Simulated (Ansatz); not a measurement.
Species, as SMILES: [SiH]=O (O-SiH), doublet.
Atoms: Si1, O2, H3. Bonds: Si1-O2, Si1-H3.

How fast the optimised Si1-O2 bond length converges with the basis for several methods (Ansatz, a quantum-chemistry and plane-wave program): deviation from each method's own reference, in Å. References: B3LYP 1.5251 Å, the value in aug-pcseg-3; HF 1.4864 Å, the value in aug-pcseg-3; MP2 1.5326 Å, the value in aug-cc-pV(Q+d)Z; PBE 1.5408 Å, the value in aug-pcseg-3. Cartesian d functions, on some or all atoms, in 6-311G**; all else is spherical. In correlated methods cores are frozen. Open shells are unrestricted. No added dispersion term, no relativity. The reference of a correlated method is not its basis-set limit, which lies further on.

```
basis            functions   B3LYP      HF      MP2     PBE
---------------  ---------  ------  ------  -------  ------
cc-pV(D+d)Z             42  0.0153  0.0138   0.0128  0.0167
6-311G**                51  0.0132  0.0094   0.0059  0.0137
aug-cc-pV(D+d)Z         64  0.0191  0.0183   0.0227  0.0201
def2-TZVP               74  0.0042  0.0039   0.0025  0.0044
pcseg-2                 78  0.0028  0.0021   0.0008  0.0029
cc-pV(T+d)Z             83  0.0016  0.0018  -0.0002  0.0017
def2-TZVPP              87  0.0035  0.0033   0.0022  0.0037
jun-cc-pV(T+d)Z        101  0.0029  0.0030   0.0029  0.0030
def2-TZVPPD            105  0.0037  0.0037   0.0041  0.0039
cc-pV(Q+d)Z            149  0.0004  0.0011  -0.0011  0.0004
def2-QZVPP             157  0.0011  0.0011  -0.0010  0.0011
aug-cc-pV(Q+d)Z        215  0.0005  0.0012   0.0000  0.0006
```

Mean absolute deviation over 6-311G**, def2-TZVP, pcseg-2, cc-pV(T+d)Z, def2-TZVPP, jun-cc-pV(T+d)Z, def2-TZVPPD: MP2 0.0027, HF 0.0039, B3LYP 0.0046, PBE 0.0047 Å.
